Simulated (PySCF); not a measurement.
C8F18, SMILES FC(C(C(F)(F)F)(F)F)(C(F)(F)C(C(C(F)(F)C(F)(F)F)(F)F)(F)F)F, GFN2-xTB optimised geometry.

```
26

F      1.89     1.08    -1.12
C      2.30     1.66     0.00
F      3.62     1.66     0.00
F      1.88     2.92     0.00
C      1.78     0.88     1.25
F      2.00    -0.43     1.08
F      2.52     1.27     2.31
C      0.28     1.12     1.64
F      0.14     2.42     1.97
F      0.03     0.42     2.76
C     -0.82     0.81     0.58
F     -2.00     1.19     1.12
F     -0.61     1.60    -0.48
C     -0.98    -0.64     0.03
F     -1.94    -0.60    -0.91
F      0.15    -1.00    -0.59
C     -1.34    -1.79     1.04
F     -1.43    -2.92     0.31
F     -0.33    -1.96     1.90
C     -2.67    -1.60     1.84
F     -2.45    -0.76     2.86
F     -3.62    -1.07     1.07
C     -3.20    -2.96     2.42
F     -4.13    -2.72     3.33
F     -3.73    -3.70     1.46
F     -2.22    -3.65     2.99
```

Density from PBE0/def2-SVP (PySCF) at that geometry.

Minimum of the electron density along straight lines between bonded atoms, close to the bond critical point (lines longer than 1.1 times the sum of covalent radii, or with two minima, are not listed):

```json
[
 {"bond": "F1–C2", "length / Å": "1.327", "ρ at the minimum / e bohr⁻³": "0.286", "∇²ρ there / e bohr⁻⁵": "-0.18", "position (fraction from the first atom)": "0.66"},
 {"bond": "C2–F3", "length / Å": "1.323", "ρ at the minimum / e bohr⁻³": "0.289", "∇²ρ there / e bohr⁻⁵": "-0.17", "position (fraction from the first atom)": "0.34"},
 {"bond": "C2–F4", "length / Å": "1.327", "ρ at the minimum / e bohr⁻³": "0.286", "∇²ρ there / e bohr⁻⁵": "-0.18", "position (fraction from the first atom)": "0.34"},
 {"bond": "C2–C5", "length / Å": "1.565", "ρ at the minimum / e bohr⁻³": "0.257", "∇²ρ there / e bohr⁻⁵": "-0.66", "position (fraction from the first atom)": "0.50"},
 {"bond": "C5–F6", "length / Å": "1.343", "ρ at the minimum / e bohr⁻³": "0.271", "∇²ρ there / e bohr⁻⁵": "-0.13", "position (fraction from the first atom)": "0.34"},
 {"bond": "C5–F7", "length / Å": "1.343", "ρ at the minimum / e bohr⁻³": "0.271", "∇²ρ there / e bohr⁻⁵": "-0.13", "position (fraction from the first atom)": "0.34"},
 {"bond": "C5–C8", "length / Å": "1.562", "ρ at the minimum / e bohr⁻³": "0.252", "∇²ρ there / e bohr⁻⁵": "-0.63", "position (fraction from the first atom)": "0.50"},
 {"bond": "C8–F9", "length / Å": "1.344", "ρ at the minimum / e bohr⁻³": "0.271", "∇²ρ there / e bohr⁻⁵": "-0.14", "position (fraction from the first atom)": "0.34"},
 {"bond": "C8–F10", "length / Å": "1.344", "ρ at the minimum / e bohr⁻³": "0.271", "∇²ρ there / e bohr⁻⁵": "-0.13", "position (fraction from the first atom)": "0.34"},
 {"bond": "C8–C11", "length / Å": "1.564", "ρ at the minimum / e bohr⁻³": "0.252", "∇²ρ there / e bohr⁻⁵": "-0.63", "position (fraction from the first atom)": "0.50"},
 {"bond": "C11–F12", "length / Å": "1.343", "ρ at the minimum / e bohr⁻³": "0.271", "∇²ρ there / e bohr⁻⁵": "-0.13", "position (fraction from the first atom)": "0.34"},
 {"bond": "C11–F13", "length / Å": "1.345", "ρ at the minimum / e bohr⁻³": "0.269", "∇²ρ there / e bohr⁻⁵": "-0.13", "position (fraction from the first atom)": "0.34"},
 {"bond": "C11–C14", "length / Å": "1.563", "ρ at the minimum / e bohr⁻³": "0.252", "∇²ρ there / e bohr⁻⁵": "-0.63", "position (fraction from the first atom)": "0.50"},
 {"bond": "C14–F15", "length / Å": "1.342", "ρ at the minimum / e bohr⁻³": "0.272", "∇²ρ there / e bohr⁻⁵": "-0.14", "position (fraction from the first atom)": "0.34"},
 {"bond": "C14–F16", "length / Å": "1.344", "ρ at the minimum / e bohr⁻³": "0.270", "∇²ρ there / e bohr⁻⁵": "-0.13", "position (fraction from the first atom)": "0.34"},
 {"bond": "C14–C17", "length / Å": "1.565", "ρ at the minimum / e bohr⁻³": "0.251", "∇²ρ there / e bohr⁻⁵": "-0.63", "position (fraction from the first atom)": "0.50"},
 {"bond": "C17–F18", "length / Å": "1.344", "ρ at the minimum / e bohr⁻³": "0.270", "∇²ρ there / e bohr⁻⁵": "-0.13", "position (fraction from the first atom)": "0.34"},
 {"bond": "C17–F19", "length / Å": "1.342", "ρ at the minimum / e bohr⁻³": "0.272", "∇²ρ there / e bohr⁻⁵": "-0.13", "position (fraction from the first atom)": "0.34"},
 {"bond": "C17–C20", "length / Å": "1.561", "ρ at the minimum / e bohr⁻³": "0.254", "∇²ρ there / e bohr⁻⁵": "-0.64", "position (fraction from the first atom)": "0.50"},
 {"bond": "C20–F21", "length / Å": "1.342", "ρ at the minimum / e bohr⁻³": "0.271", "∇²ρ there / e bohr⁻⁵": "-0.13", "position (fraction from the first atom)": "0.34"},
 {"bond": "C20–F22", "length / Å": "1.341", "ρ at the minimum / e bohr⁻³": "0.272", "∇²ρ there / e bohr⁻⁵": "-0.11", "position (fraction from the first atom)": "0.34"},
 {"bond": "C20–C23", "length / Å": "1.566", "ρ at the minimum / e bohr⁻³": "0.256", "∇²ρ there / e bohr⁻⁵": "-0.66", "position (fraction from the first atom)": "0.50"},
 {"bond": "C23–F24", "length / Å": "1.324", "ρ at the minimum / e bohr⁻³": "0.288", "∇²ρ there / e bohr⁻⁵": "-0.17", "position (fraction from the first atom)": "0.34"},
 {"bond": "C23–F25", "length / Å": "1.326", "ρ at the minimum / e bohr⁻³": "0.287", "∇²ρ there / e bohr⁻⁵": "-0.18", "position (fraction from the first atom)": "0.34"},
 {"bond": "C23–F26", "length / Å": "1.326", "ρ at the minimum / e bohr⁻³": "0.286", "∇²ρ there / e bohr⁻⁵": "-0.18", "position (fraction from the first atom)": "0.34"}
]
```
